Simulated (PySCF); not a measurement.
Isomers of C8H14, one conformer each; single-point electronic energies without zero-point terms and without any empirical dispersion term.

All values: PBE0/pcSseg-1 (PySCF, non-relativistic), each on one gas-phase PBE0-D3(BJ)/def2-SVP geometry that isn't relaxed in the solvent. The solvent is an IEF-PCM continuum (van der Waals radii × 1.2). The model holds no explicit solvent molecules, cavitation or dispersion.

```json
{"isomer": "`C1CC2CCC1CC2`", "relative energy, gas (kJ/mol)": "0.0", "dipole (D)": "0.00"}
{"isomer": "`C=C[C@H](C)C1CCC1`", "relative energy, gas (kJ/mol)": "163.0", "dipole (D)": "0.31"}
```

Problem. How do the relative energies look in cyclohexane (ε = 2.017)?

Solution. 
```json
{"isomer": "`C1CC2CCC1CC2`", "relative energy, solvent (kJ/mol)": "0.0", "E(solvent) − E(gas) (kJ/mol)": "-0.9", "dipole in solvent (D)": "0.00"}
{"isomer": "`C=C[C@H](C)C1CCC1`", "relative energy, solvent (kJ/mol)": "161.3", "E(solvent) − E(gas) (kJ/mol)": "-2.7", "dipole in solvent (D)": "0.38"}
```

The order is unchanged. Conformers: `[CH2:1]=[CH:2][C@H:3]([CH3:4])[CH:5]1[CH2:6][CH2:7][CH2:8]1` with C1–C2–C3–C4 -122°, C2–C3–C5–C6 -65°, C3–C5–C6–C7 -141°, C5–C6–C7–C8 19°, C6–C7–C8–C5 -19°, C3–C5–C8–C7 141°. `C=C[C@H](C)C1CCC1` gains most from the continuum, and it has the largest gas-phase dipole. The gains span 1.8 kJ/mol, the gas-phase energies 163.0 kJ/mol.
